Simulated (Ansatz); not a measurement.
Harmonic frequencies (cm⁻¹) at PBE0-D4/def2-TZVP from Ansatz: 44, 122, 210, 376, 660, 667, 745, 834, 927, 937, 968, 969, 1028, 1292, 1320, 1511, 2242, 2243, 2266, 3102, 3548.

Each molecule was computed in one conformer, which needn't be the lowest.

Question: Which molecule is it?
A. `NC1[SiH2]S1`
B. `[AlH2][CH2][GaH2]`
C. `SC1N[SiH2]1`
D. `[SiH3]NC=S`

Answer: D.
